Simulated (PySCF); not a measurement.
Ligands exchanged one at a time, In OH-SH. Gas-phase values, no solvent. One relaxed conformer stands for each flexible species; it need not be the lowest. Strings in code marks are SMILES.

The S1 excitation (TDA) from two functionals at the same geometries (CAM-B3LYP-D3(BJ)/def2-TZVP), both in PySCF: PBE-D3(BJ)/def2-TZVP and CAM-B3LYP-D3(BJ)/def2-TZVP. Excitations are Tamm–Dancoff values on a coarser integration grid. The basis has no diffuse functions, so Rydberg states are missing or too high.

```json
[
 {"species": "1 of 3 OH replaced by SH", "CAM-B3LYP-D3(BJ)/def2-TZVP (eV)": "4.83"},
 {"species": "2 of 3 OH replaced by SH", "CAM-B3LYP-D3(BJ)/def2-TZVP (eV)": "4.77"},
 {"species": "3 of 3 OH replaced by SH (`[SH][In]([SH])[SH]`)", "CAM-B3LYP-D3(BJ)/def2-TZVP (eV)": "4.81"}
]
```

### Question
What does PBE-D3(BJ)/def2-TZVP give for each?

### Answer

- 1 of 3 OH replaced by SH: 4.00
- 2 of 3 OH replaced by SH: 3.95
- 3 of 3 OH replaced by SH (`[SH][In]([SH])[SH]`): 3.93
Over these rows, drawn at random from the members with no instability flagged (it was tested for open shells, ions and some series alone), PBE minus CAM-B3LYP-D3(BJ): mean -0.84 eV, from -0.88 eV to -0.82 eV.
